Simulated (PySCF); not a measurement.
**17O chemical shifts**

Theoretical values (PySCF 2.14.0 with density-fitted response routines): geometry from GFN2-xTB, shielding tensors at PBE0/pcSseg-1 (GIAO). In vacuum, non-relativistic Hamiltonian, one conformer, averaged over atoms made equivalent by symmetry, fast rotation or ring inversion.

Shieldings were converted by a linear fit to measured shifts: 17O (scatter 10.7 ppm rms, 12.2 ppm with the 3 outliers that the fit left out vs liquid water, solution or neat liquid). Occasional misses reach two or three times the rms, and more in compound classes unlike the fitted ones.

Problem. Give the 17O shifts of `C[C@@H](O)C1=C[C@@H](Cl)C1`, `C=C(C)[C@@H]1C=CS(=O)(=O)C1`, `C=C(C(=O)Cl)C(C)C`, `C#C[Si@@H]1OCC(=O)O1`, `COC(=O)[Si@H](F)[SiH2]C`.

Solution. 
| compound | environment | δ (ppm) |
| --- | --- | --- |
| C[C@@H](O)C1=C[C@@H](Cl)C1 | alcohol oxygen | 8.4 |
| [CH2:1]=[C:2]([CH3:3])[C@@H:4]1[CH:5]=[CH:6][S:7](=[O:8])(=[O:9])[CH2:10]1 | O8: S=O oxygen | 190.3 |
| [CH2:1]=[C:2]([CH3:3])[C@@H:4]1[CH:5]=[CH:6][S:7](=[O:8])(=[O:9])[CH2:10]1 | O9: S=O oxygen | 179.0 |
| C=C(C(=O)Cl)C(C)C | carbonyl oxygen | 489.4 |
| [CH:1]#[C:2][Si@@H:3]1[O:4][CH2:5][C:6](=[O:7])[O:8]1 | O7: carbonyl oxygen | 363.1 |
| [CH:1]#[C:2][Si@@H:3]1[O:4][CH2:5][C:6](=[O:7])[O:8]1 | O8: oxygen bonded to C, Si, in a 5-membered ring | 162.5 |
| [CH:1]#[C:2][Si@@H:3]1[O:4][CH2:5][C:6](=[O:7])[O:8]1 | O4: oxygen bonded to C, Si, in a 5-membered ring | -7.6 |
| [CH3:1][O:2][C:3](=[O:4])[Si@H:5]([F:6])[SiH2:7][CH3:8] | O4: ester carbonyl oxygen | 415.1 |
| [CH3:1][O:2][C:3](=[O:4])[Si@H:5]([F:6])[SiH2:7][CH3:8] | O2: ester alkoxy oxygen | 163.9 |
